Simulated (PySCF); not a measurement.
An unknown shows these calculated signals:

1H NMR (600 MHz, computed): δ 8.94 (m, 2H), 7.49 (m, 2H), 1.62 (m, 2H), 1.40 (m, 2H), 1.19 (m, 2H).

13C{1H} NMR (computed): δ 156.7 (C), 156.1 (CH), 129.7 (CH), 16.9 (CH2), 7.4 (CH2).

[PySCF: GFN2-xTB structure; shieldings: GIAO PBE0/pcSseg-1; no solvent model; non-relativistic Hamiltonian; a single conformation; rapidly exchanging positions averaged]

Shifts are taken against calculated references (same method and geometry level): 1H (31.72 ppm), 13C (186.93 ppm) against TMS.

Which of these does the molecule contain: a three-membered ring, an OH group, a heteroaromatic ring, a CH3CH2 unit, a nitrile?

Results:


- A three-membered ring: yes.
- An OH group: no.
- A heteroaromatic ring: yes.
- A CH3CH2 unit: no.
- A nitrile: no.

The data belong to `C=P1(c2ccncc2)CC1`, C8H10NP; they needn't prove each group on their own.

Carbon signals by region: 3 in the sp2 and nitrile region (100–160 ppm), 2 below 50 ppm.

Splittings by 31P in the carbon and heteronuclear signals aren't shown, as no couplings were computed. Shifts are as computed. Against solution values, carbons near 30 ppm lie about +3 ppm off and those near 130 ppm about +5 ppm. Of 1211 compounds with measured shifts, 218 miss one by over three times the rms of a fit or turn the order of signals round; such compounds aren't used in these exercises. Multiplicities follow the n + 1 count of equivalent neighbours, as no J values were calculated; m marks all less simple cases, F and P coupling included.
